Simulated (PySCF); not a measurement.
HfI₃, doublet, at a GFN2-xTB geometry (such geometries of metal compounds can be far from the true shape) (the multiplicity is a formal guess) (core potentials on Hf, I). Base run: BLYP/def2-SVP (PySCF).

The PySCF input:
```python
from pyscf import gto, scf, dft

mol = gto.Mole()
mol.atom = '''
    Hf   -0.000000   -0.000000    0.000000
    I    -2.147568   -1.652905   -0.262592
    I    -0.033720    2.468631   -1.147965
    I     2.181289   -0.815726    1.410557
'''
mol.basis = 'def2-svp'
mol.ecp = {'Hf': 'def2-svp', 'I': 'def2-svp'}
mol.charge = 0
mol.spin = 1
mol.verbose = 4
mol.build()

mf = dft.UKS(mol)
mf.xc = 'blyp'
mf.kernel()
mf.analyze()
```

The base run was repeated with changes; each row names its change, and settings that it needs were set with it.

```csv
change,ΔE vs base (µEh),outcome
base,0.0,converged
auxbasis = cc-pvtz-ri,-,input refused
auxbasis = cc-pvqz-jkfit,-,input refused
auxbasis = def2-universal-jfit,-117,converged
auxbasis = autoaux,-83.8,converged
auxbasis = cc-pvtz-jkfit,-,input refused
auxbasis = default (with mf = mf.density_fit()),-117,converged
auxbasis = cc-pvdz-jkfit,-,input refused
auxbasis = even-tempered beta=2.0,-437,converged
auxbasis = def2-svp-ri,-,input refused
```

A fitting set is made for a task (jfit for Coulomb, jkfit for Coulomb and exchange, ri for correlation) and for a family of orbital bases.

Open shells are given as the SCF converged; they aren't shown to be the lowest states, and a large step between rows can be another state.

- auxbasis = cc-pvtz-ri: ended with `pyscf.lib.exceptions.BasisNotFoundError: Basis set not found for Hf in cc-pvtz-ri`
- auxbasis = cc-pvqz-jkfit: ended with `pyscf.lib.exceptions.BasisNotFoundError: Basis set not found for Hf in cc-pvqz-jkfit`
- auxbasis = cc-pvtz-jkfit: ended with `pyscf.lib.exceptions.BasisNotFoundError: Basis set not found for Hf in cc-pvtz-jkfit`
